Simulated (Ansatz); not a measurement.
C₂H (SMILES [C-]#C), charge -1, singlet, at a GFN2-xTB geometry (a gas-phase anion, which may not be bound at this level); MP2/def2-TZVPP (Ansatz, a first-principles code).

The Ansatz input:
Ansatz 0.2 input:
```yaml
crystal:
  periodic: [false, false, false]
  atoms:
    - {symbol: C, position_ang: [-0.00000000, -0.00000000, -0.47996454]}
    - {symbol: C, position_ang: [0.00000000, 0.00000000, 0.74605881]}
    - {symbol: H, position_ang: [-0.00000000, -0.00000000, -1.59656562]}
basis:
  gaussian:
    orbitals: def2-TZVPP
total_charge: -1
magnetization: {spin_polarized: false}
correlation: {method: mp2}
```

Output, abridged:

```
Functional definition: HF
465 factors; integrals over basis functions are off by at most 1.1e-3 eV
mean field evaluation 1: about -2073.2538 eV, gradient 1.6e1 eV
mean field evaluation 2: about -2073.2579 eV, gradient 1.6e1 eV
mean field evaluation 4: about -2074.2867 eV, gradient 3.2e0 eV
mean field evaluation 8: about -2074.3337 eV, gradient 1.6e-4 eV
mean field -2074.33368778 eV, -76.2303569921 hartree, gradient 1.5e-6 eV, S^2 0.000000; 0 other end points of the search recorded, 0 dependent functions left out
2 core orbitals not correlated
reference -2074.33368778 eV, -76.2303569921 hartree; 5, 5 occupied and 69, 69 virtual orbitals, 465 factors
second order -8.45046704 eV of doubles, -0.00000000 eV of singles
Total energy: -2082.78415482 eV, -76.5409059277 hartree
```
